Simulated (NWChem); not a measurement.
C2H2F2O2; SMILES C(=O)(O)C(F)F

```xyz
8

O      1.1951    -1.2364     0.2833
C      0.1376    -0.7686    -0.0189
O     -0.9977    -1.4511    -0.1457
C     -0.0872     0.7071    -0.3609
F      1.0101     1.4027    -0.0555
F     -1.1274     1.1826     0.3486
H     -0.8020    -2.3774     0.0671
H     -0.3103     0.8258    -1.4376
```
Atoms are numbered in this order, from 1.

Results from NWChem. Pople sets run with spherical d functions. All runs use the structure optimised with PBE0/def2-SVP. GIAO values for the isolated, static molecule; σ is the absolute isotropic shielding, δ = σ(reference) − σ with the isolated reference molecule computed at the same levels (13C: tetramethylsilane, 19F: trichlorofluoromethane, 1H: tetramethylsilane, 17O: water).

For level Hartree-Fock/6-31G*:

```
Item        Result
----------  ------
δ O1 (ppm)   387.2
δ C2 (ppm)   159.1
δ C4 (ppm)    94.7
δ F5 (ppm)  -105.2
δ F6 (ppm)  -104.2
δ H7 (ppm)    5.80
```

Question: What are these values for level BHandHLYP/pcSseg-1?

Answer: δ O1 (ppm): 449.3
δ C2 (ppm): 169.6
δ C4 (ppm): 106.1
δ F5 (ppm): -133.4
δ F6 (ppm): -130.9
δ H7 (ppm): 6.20
